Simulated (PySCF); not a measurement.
**Unknown compound**

The spectra below were simulated for a compound C₄H₆F₂N₂Si.

$^{1}$H NMR (400 MHz, computed): δ 7.64 (m, 1H), 6.03 (m, 2H), 5.16 (s, 3H).

$^{13}$C{$^{1}$H} NMR (computed): δ 159.1 (C), 134.8 (CH), 133.7 (C), 78.5 (CH2).

Theoretical values (PySCF): shieldings: GIAO PBE0/pcSseg-1, geometry from GFN2-xTB. Non-relativistic, one averaged value for each set of equivalent atoms, one conformer, gas phase.

Chemical shifts δ = σref − σ; TMS for $^{1}$H and $^{13}$C, all at this level.

Task: Deduce the structure.

Result: 
The formula gives 3 degrees of unsaturation (1 ring in the answer). 4 carbon signals for 4 carbons: no two carbons are equivalent. Carbon types of the structure: 2 × C, 1 × CH, 1 × CH2, leaving 3 H on heteroatoms. δC 159.1: aromatic carbon bearing fluorine; an ipso carbon deshielded by its heteroatom. δC 134.8: aromatic CH next to a ring nitrogen. δC 133.7: substituted aromatic carbon next to a ring nitrogen. δC 78.5: sp3 CH2 bonded to F, on an aromatic ring; pulled downfield by the heteroatom. δH 7.64: hydrogen on an aromatic CH next to a ring nitrogen; the ring current deshields protons in the ring plane. δH 6.03: hydrogen on an sp3 CH2 bonded to F, on an aromatic ring; its carbon carries F, hence the downfield position. δH 5.16: hydrogen on a silicon bonded to N.

The compound is SMILES FCc1c(F)cnn1[SiH3].

The shifts were computed for this structure.

Splittings by $^{19}$F in the carbon and heteronuclear signals aren't shown, as no couplings were computed. Shifts are as computed. Against solution values, carbons near 30 ppm lie about +3 ppm off and those near 130 ppm about +5 ppm. Of 1309 compounds with measured shifts, 239 miss one by over three times the rms of a fit or turn the order of signals round; such compounds aren't used in these exercises. Multiplicities follow the n + 1 count of equivalent neighbours, as no J values were calculated; m marks all less simple cases, F and P coupling included.
